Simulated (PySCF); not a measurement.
Electron correlation in N³⁺ (nitrogen, charge +3)

[He] 2s2, closed-shell 1S. Calculation: PySCF 2.14, in aug-cc-pVDZ (4s3p2d, 23 functions); the non-relativistic Hamiltonian (point nucleus). Frozen: 1s2; 2 electrons correlated.

Total MP2 correlation energy: -46.34 mhartree.

Same-spin part 0.00 and opposite-spin part -46.34 mhartree; SCS-MP2 scales them by 1/3 and 6/5 to -55.61 mhartree.

With two correlated electrons CCSD is exact within the correlated space (frozen core and kept virtual orbitals).

| level | correlation energy (mhartree) |
| --- | --- |
| CCSD | -84.74 |

Diagnostics: T1 = 0.0066, D1 = 0.0093, largest double amplitude 0.156.

A double-excitation amplitude exceeds 0.15, a sign of near-degeneracy.

Cost of the coupled-cluster step: 0.08 s of wall time on 1 thread of Neoverse-V1 (shared host), for 2 correlated electrons.

Iterations:

```
CC2 = 0
CCSD nocc = 1, nmo = 22
frozen orbitals [0]
max_cycle = 100
direct = 0
conv_tol = 1e-08
conv_tol_normt = 1e-06
diis_space = 8
diis_start_cycle = 0
Init t2, MP2 energy = -51.114883240806  E_corr(MP2) -0.0463384564943986
Init E_corr(CCSD) = -0.0463384564943986
cycle = 1  E_corr(CCSD) = -0.0662034769172912  dE = -0.0198650204  norm(t1,t2) = 0.0677394
cycle = 2  E_corr(CCSD) = -0.0756663212242653  dE = -0.00946284431  norm(t1,t2) = 0.0339482
cycle = 3  E_corr(CCSD) = -0.0848746123860132  dE = -0.00920829116  norm(t1,t2) = 0.0168945
cycle = 4  E_corr(CCSD) = -0.0847101572750841  dE = 0.000164455111  norm(t1,t2) = 0.000233901
cycle = 5  E_corr(CCSD) = -0.0847579062161541  dE = -4.77489411e-05  norm(t1,t2) = 6.21161e-05
cycle = 6  E_corr(CCSD) = -0.0847421705114329  dE = 1.57357047e-05  norm(t1,t2) = 3.01132e-05
cycle = 7  E_corr(CCSD) = -0.0847414826264571  dE = 6.87884976e-07  norm(t1,t2) = 1.15933e-06
cycle = 8  E_corr(CCSD) = -0.0847415201685833  dE = -3.75421262e-08  norm(t1,t2) = 1.18051e-07
cycle = 9  E_corr(CCSD) = -0.0847415297820092  dE = -9.61342597e-09  norm(t1,t2) = 4.80712e-08
CCSD converged
E(CCSD) = -51.1532863140936  E_corr = -0.08474152978200925
```
